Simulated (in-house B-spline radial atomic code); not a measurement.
# CAM-B3LYP excitations of N3+

Method: CAM-B3LYP. Computed with a B-spline radial code for spherical atoms: linear response of the closed shell [He] 2s2 with the functional's adiabatic kernel; scalar-relativistic (spin-free one-electron X2C), finite nucleus, no spin-orbit coupling, no double excitations, S, P, D and F terms only.

Command:
```bash
python run_td.py task.json out
```
Settings (radii: box in bohr, nucleus in fm):
```
Z                        7
electrons                4
configuration            [He] 2s2
hamiltonian              x2c
method                   camb3lyp
box_radius               23.08
rms_radius               2.5582
intervals                74
```

Cost of the run: 0.2 s on 1 thread of Intel(R) Xeon(R) 6975P-C (Granite Rapids), with other jobs on the host.

The lowest states, in the order of their Tamm-Dancoff energies; the method's threshold (minus the highest occupied level) is 71.77 eV. Labels give the largest channel, * marks a mixed state, and oscillator strengths are full-response dipole values. Semilocal kernels can invert the small singlet-triplet splittings of Rydberg terms. Energies in eV:

```tsv
state	full response	Tamm-Dancoff	oscillator strength
2s → 2p 3P	?	?	-
2s → 2p 1P	14.912	15.724	0.585
2s → 3s 3S	44.41	44.42	-
2s → 3s 1S	?	?	-
2s → 3p 3P	47.37	47.38	-
2s → 3p 1P	47.91	47.91	0.313
2s → 3d 3D	49.27	49.29	-
2s → 3d 1D	50.28	50.28	-
2s → 4s 3S	57.69	57.69	-
2s → 4s 1S	58.20	58.21	-
2s → 4p 3P	58.81	58.81	-
2s → 4p 1P	59.00	59.00	0.098
2s → 4d 3D	59.55	59.56	-
2s → 4d 1D	59.91	59.91	-
2s → 4f 1F	60.11	60.11	-
2s → 4f 3F	60.12	60.12	-
```

(1) Where does 2s → 2p 3P lie?

(2) Where does 2s → 3s 1S lie?

(3) How large is the singlet-triplet splitting of 2s → 2p (P terms) in Tamm-Dancoff?

(4) What polarisabilities and dispersion coefficient does the method give?

## Answers

(1) At 5.945 eV in full response, 7.071 eV in Tamm-Dancoff.

(2) At 46.02 eV in full response, 46.06 eV in Tamm-Dancoff.

(3) 8.65 eV, from the unrounded values.

(4) Dipole 2.139 bohr³, quadrupole 1.471 bohr⁵, C6 2.114 hartree·bohr⁶ for two such species.
